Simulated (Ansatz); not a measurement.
`[CH3][SnH]([SiH3])[Cl]` + `C#C` → `C#[C][SnH]([CH3])[Cl]` + SiH₄ at 700 K and 1 bar (formal exchange of groups at the Sn–Si bond).

Gas-phase electronic energies from Ansatz, PBE0-D4/def2-TZVP geometries. CCSD(T)/CBS is the MP2 limit (def2-TZVPP, def2-QZVPP) plus CCSD(T) − MP2 in def2-TZVPP, frozen cores. This one scheme is used for every species. Elements past krypton have def2 core potentials. For Sn outer-core shells are correlated without core-valence functions, which leaves a few kJ/mol of doubt a bond.

```tsv
species	CCSD(T)/CBS energy (Eh)	H − E (kJ/mol)	S (J/(mol·K))
`[CH3][SnH]([SiH3])[Cl]`	-1005.19396	269.8	531.0
`C#C`	-77.22717	102.1	244.4
`C#[C][SnH]([CH3])[Cl]`	-790.95511	248.5	509.2
SiH₄	-291.46306	115.5	252.9
```

H − E and S are ideal-gas, rigid-rotor, harmonic terms from PBE0-D4/def2-TZVP, for one conformer and one mirror image of each species. 1 Eh = 2625.50 kJ/mol, R = 8.31446 J/(mol·K).

By hand: ΔE, ΔH, ΔS and ΔG.

ΔE = (-790.95511) + (-291.46306) − (-1005.19396) − (-77.22717) = 0.00296 Eh = 7.8 kJ/mol. Δ(H − E) = 248.5 + 115.5 − 269.8 − 102.1 = -7.9, so ΔH = -0.1 kJ/mol. ΔS = 509.2 + 252.9 − 531.0 − 244.4 = -13.3 J/(mol·K). ΔG = -0.1 − 700 × (-13.3)/1000 = 9.2 kJ/mol.

By hand: the equilibrium constant, and the temperature at which ΔG would vanish if ΔH and ΔS stayed fixed.

log₁₀ K = −ΔG/(RT ln 10) = -0.7. ΔG = 0 at ΔH/ΔS = 8 K, though so small a ΔH makes that figure unsure.

TΔS isn't small against ΔH here. A doubt of 5 kJ/mol in ΔE shifts log₁₀ K by 0.4 here. Other conformers and mirror images would add mixing entropy, several J/(mol·K) or more a flexible species. These are equilibria of isolated gas molecules and say nothing of rates. Largest T1 diagnostic: 0.013 (customary marks: 0.02 for closed shells, 0.045 for open ones).
